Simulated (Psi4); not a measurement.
C₄H₅F (SMILES F[C@H]1C=CC1), singlet, at a GFN2-xTB geometry; Psi4 with B3LYP/def2-QZVP.

Here is a job for Psi4.
```
memory 2 GB

molecule mol {
0 1
  F    -1.487464    0.670868    0.469145
  C    -0.528210    0.183788   -0.384197
  C     0.854254    0.762915   -0.238220
  C     1.400110   -0.410091    0.069947
  C     0.099990   -1.168020    0.041600
  H    -0.960660    0.212532   -1.389050
  H     1.217321    1.765228   -0.360652
  H     2.403477   -0.741253    0.262912
  H     0.019871   -1.975952   -0.683825
  H    -0.249691   -1.509923    1.013521
}

set basis def2-qzvp
set reference rks

energy('b3lyp')
print_variables()
```

**Question.** Write the output that Psi4 gives for this input, abridged.

**Answer.** 
```
   => Loading Basis Set <=

    Name: DEF2-QZVP
    Role: ORBITAL
    Keyword: BASIS

         ---------------------------------------------------------
                                   SCF
               by Justin Turney, Rob Parrish, Andy Simmonett
                          and Daniel G. A. Smith
                              RKS Reference
         ---------------------------------------------------------

  ==> Geometry <==

    Molecular point group: c1
    Full point group: C1

    Geometry (in Angstrom), charge = 0, multiplicity = 1:

       Center              X                  Y                   Z               Mass
    ------------   -----------------  -----------------  -----------------  -----------------
         F           -1.433375838787     0.630589614228     0.446706451766    18.998403162730
         C           -0.474121838787     0.143509614228    -0.406635548234    12.000000000000
         C            0.908342161213     0.722636614228    -0.260658548234    12.000000000000
         C            1.454198161213    -0.450369385772     0.047508451766    12.000000000000
         C            0.154078161213    -1.208298385772     0.019161451766    12.000000000000
         H           -0.906571838787     0.172253614228    -1.411488548234     1.007825032230
         H            1.271409161213     1.724949614228    -0.383090548234     1.007825032230
         H            2.457565161213    -0.781531385772     0.240473451766     1.007825032230
         H            0.073959161213    -2.016230385772    -0.706263548234     1.007825032230
         H           -0.195602838787    -1.550201385772     0.991082451766     1.007825032230

  Running in c1 symmetry.

  Rotational constants: A =      0.37214  B =      0.16241  C =      0.12801 [cm^-1]
  Rotational constants: A =  11156.33736  B =   4868.83718  C =   3837.56551 [MHz]
  Nuclear repulsion =  167.889083737157790

  Charge       = 0
  Multiplicity = 1
  Electrons    = 38
  Nalpha       = 19
  Nbeta        = 19

  ==> Algorithm <==

  SCF Algorithm Type is DF.
  DIIS enabled.
  MOM disabled.
  Fractional occupation disabled.
  Guess Type is SAD.
  Energy threshold   = 1.00e-06
  Density threshold  = 1.00e-06
  Integral threshold = 1.00e-12

  ==> Primary Basis <==

  Basis Set: DEF2-QZVP
    Blend: DEF2-QZVP
    Number of shells: 135
    Number of basis functions: 435
    Number of Cartesian functions: 535
    Spherical Harmonics?: true
    Max angular momentum: 4

  ==> DFT Potential <==

[...]
   @DF-RKS iter   4:  -255.32980445080602   -2.29640e-03   2.24979e-04 DIIS/ADIIS
   @DF-RKS iter   5:  -255.33258950792890   -2.78506e-03   3.84941e-05 DIIS
   @DF-RKS iter   6:  -255.33267809851722   -8.85906e-05   1.48692e-05 DIIS
   @DF-RKS iter   7:  -255.33269710047855   -1.90020e-05   4.08852e-06 DIIS
   @DF-RKS iter   8:  -255.33269848642141   -1.38594e-06   1.21757e-06 DIIS
   @DF-RKS iter   9:  -255.33269860649574   -1.20074e-07   2.18330e-07 DIIS
  Energy and wave function converged.

  ==> Post-Iterations <==

   Electrons on quadrature grid:
      Ntotal   =   37.9999847292 ; deviation = -1.527e-05

    Orbital Energies [Eh]
    ---------------------

    Doubly Occupied:

[...]
      19A     -0.277919

    Virtual:

[...]
    Final Occupation by Irrep:
              A
    DOCC [    19 ]
    NA   [    19 ]
    NB   [    19 ]

  @DF-RKS Final Energy:  -255.33269860649574

   => Energetics <=

    Nuclear Repulsion Energy =            167.8890837371577902
    One-Electron Energy =                -680.4459486650498548
    Two-Electron Energy =                 284.7816067879069806
    DFT Exchange-Correlation Energy =     -27.5574404665106485
    Empirical Dispersion Energy =           0.0000000000000000
    VV10 Nonlocal Energy =                  0.0000000000000000
    Total Energy =                       -255.3326986064957680

Computation Completed

Properties will be evaluated at   0.000000,   0.000000,   0.000000 [a0]

Properties computed using the SCF density matrix

 Multipole Moments:

 ------------------------------------------------------------------------------------
     Multipole            Electronic (a.u.)      Nuclear  (a.u.)        Total (a.u.)
 ------------------------------------------------------------------------------------

 L = 1.  Multiply by 2.5417464519 to convert [e a0] to [Debye]
 Dipole X            :         -3.3039666            3.8840602            0.5800936
 Dipole Y            :          2.5647069           -2.8923820           -0.3276752
 Dipole Z            :          1.2479831           -1.6113200           -0.3633370
 Magnitude           :                                                    0.7588764

 ------------------------------------------------------------------------------------

  Variable Map:
  ----------------------------------------------------------------------------
[...]
  Array Variable Map:
  ----------------------------------------------------------------------------
[...]
[...]
```
